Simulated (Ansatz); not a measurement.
```xyz
5

C     0.0000   -0.4388   -0.1021
O     0.0000   -0.3914    1.1886
O     0.0000    0.7063   -0.9726
H     0.0000   -1.4441   -0.7560
H     0.0000    1.5580   -0.3598
```

Basis set: cc-pVDZ (spherical functions). Correlated methods keep 3 orbitals frozen. Charge 0, multiplicity 1.

Computed with Ansatz (development build ahead of 0.2.0); each method stands on the lowest determinant of its kind that the runs found. Restricted open shells among the atoms or ions are ROHF, correlated in semicanonical orbitals with singles.

**Question.** Give the atomization energy at this shape (free ground-state atoms in the same class of orbitals less the molecule, no zero-point energy) of singlet CH₂O₂ by RHF-MP2, RHF.

**Answer.**

| method | atomization energy |
| --- | --- |
| RHF-MP2 | 1920.2 kJ/mol |
| RHF | 1258.3 kJ/mol |

Caution: the shape is not the minimum.
